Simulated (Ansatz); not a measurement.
Geometry optimisation, RKS revPBE-D4/STO-3G in Ansatz 0.2.0.

Input:

```yaml
crystal:
  periodic: [false, false, false]
  atoms:
    - { symbol: C, position_ang: [0.4822, -2.2008, 1.2087] }
    - { symbol: C, position_ang: [0.6112, -0.7285, 0.7951] }
    - { symbol: C, position_ang: [-0.0881, -0.0231, -0.1534] }
    - { symbol: O, position_ang: [-0.9967, -0.5569, -0.9157] }
    - { symbol: Si, position_ang: [0.3352, 1.7869, -0.5032] }
    - { symbol: "N", position_ang: [-0.9277, 2.4113, -1.4661] }
    - { symbol: H, position_ang: [1.3928, -2.7024, 1.0337] }
    - { symbol: H, position_ang: [-0.3213, -2.6539, 0.6457] }
    - { symbol: H, position_ang: [0.1989, -2.1926, 2.306] }
    - { symbol: H, position_ang: [1.4033, -0.2215, 1.3857] }
    - { symbol: H, position_ang: [-1.2008, -1.5026, -0.6631] }
    - { symbol: H, position_ang: [1.6183, 1.9291, -1.2215] }
    - { symbol: H, position_ang: [0.295, 2.5988, 0.7561] }
    - { symbol: H, position_ang: [-1.0301, 1.765, -2.2343] }
    - { symbol: H, position_ang: [-1.794, 2.2405, -0.9443] }
basis:
  gaussian: { orbitals: STO-3G }
hamiltonian:
  xc: revpbe
  dispersion: d4
relax:
  f_tol: 0.02
  max_steps: 40
scf:
  lower_state_search: "off"
```

Run as:

```bash
$ ansatz run input.yaml --threads 1 --pin off --max-ram 2048MiB --backend cpu --events-out ev --progress --plain --runs-dir out
```

Task: Where does it end, and by what steps?

Result: The run converged. The force dipped under the threshold on the way, but the program's further checks kept it going. Limits of this set-up: minimal basis. After 27 steps the energy has fallen by 1.014 eV; H11 moved furthest, 0.90 Å.

```json
{"step": "0", "energy less start (eV)": "0.0000", "largest force component (eV/Å)": "5.114", "accepted": "yes"}
{"step": "1", "energy less start (eV)": "-0.8772", "largest force component (eV/Å)": "1.656", "accepted": "yes"}
{"step": "2", "energy less start (eV)": "-0.9742", "largest force component (eV/Å)": "0.357", "accepted": "yes"}
{"step": "3", "energy less start (eV)": "-0.9853", "largest force component (eV/Å)": "0.196", "accepted": "yes"}
{"step": "4", "energy less start (eV)": "-0.9905", "largest force component (eV/Å)": "0.086", "accepted": "yes"}
{"step": "5", "energy less start (eV)": "-0.9912", "largest force component (eV/Å)": "0.043", "accepted": "yes"}
{"step": "6", "energy less start (eV)": "-0.9915", "largest force component (eV/Å)": "0.016", "accepted": "yes"}
{"step": "7", "energy less start (eV)": "-0.9920", "largest force component (eV/Å)": "0.039", "accepted": "yes"}
{"step": "8", "energy less start (eV)": "-0.9930", "largest force component (eV/Å)": "0.111", "accepted": "yes"}
{"step": "9", "energy less start (eV)": "-0.9941", "largest force component (eV/Å)": "0.110", "accepted": "yes"}
{"step": "10", "energy less start (eV)": "-0.9954", "largest force component (eV/Å)": "0.159", "accepted": "yes"}
{"step": "11", "energy less start (eV)": "-0.9978", "largest force component (eV/Å)": "0.237", "accepted": "yes"}
{"step": "12", "energy less start (eV)": "-1.0013", "largest force component (eV/Å)": "0.091", "accepted": "yes"}
{"step": "13", "energy less start (eV)": "-1.0042", "largest force component (eV/Å)": "0.106", "accepted": "yes"}
{"step": "14", "energy less start (eV)": "-1.0007", "largest force component (eV/Å)": "0.324", "accepted": "no"}
{"step": "15", "energy less start (eV)": "-0.9624", "largest force component (eV/Å)": "1.055", "accepted": "no"}
{"step": "16", "energy less start (eV)": "-1.0060", "largest force component (eV/Å)": "0.052", "accepted": "yes"}
{"step": "17", "energy less start (eV)": "-1.0085", "largest force component (eV/Å)": "0.056", "accepted": "yes"}
{"step": "18", "energy less start (eV)": "-1.0087", "largest force component (eV/Å)": "0.152", "accepted": "yes"}
{"step": "19", "energy less start (eV)": "-1.0106", "largest force component (eV/Å)": "0.092", "accepted": "yes"}
{"step": "20", "energy less start (eV)": "-1.0116", "largest force component (eV/Å)": "0.047", "accepted": "yes"}
{"step": "21", "energy less start (eV)": "-1.0126", "largest force component (eV/Å)": "0.043", "accepted": "yes"}
{"step": "22", "energy less start (eV)": "-1.0124", "largest force component (eV/Å)": "0.131", "accepted": "no"}
{"step": "23", "energy less start (eV)": "-1.0134", "largest force component (eV/Å)": "0.043", "accepted": "yes"}
{"step": "24", "energy less start (eV)": "-1.0137", "largest force component (eV/Å)": "0.052", "accepted": "yes"}
{"step": "25", "energy less start (eV)": "-1.0140", "largest force component (eV/Å)": "0.046", "accepted": "yes"}
{"step": "26", "energy less start (eV)": "-1.0142", "largest force component (eV/Å)": "0.024", "accepted": "yes"}
{"step": "27", "energy less start (eV)": "-1.0143", "largest force component (eV/Å)": "0.016", "accepted": "yes"}
```

```xyz
15
Properties=species:S:1:pos:R:3
C 0.288 -2.107 1.335
C 0.466 -0.647 0.906
C 0.182 -0.119 -0.323
O -0.362 -0.850 -1.421
Si 0.420 1.711 -0.741
N -1.114 2.608 -1.086
H 1.259 -2.562 1.628
H -0.143 -2.738 0.528
H -0.389 -2.186 2.214
H 0.876 0.026 1.680
H -0.449 -1.814 -1.042
H 1.254 1.829 -1.931
H 1.055 2.341 0.409
H -1.599 2.057 -1.864
H -1.765 2.400 -0.262
```

Run time: 83 s on 1 thread of Arm Neoverse V1, on a shared host, peak memory 0.14 GiB.
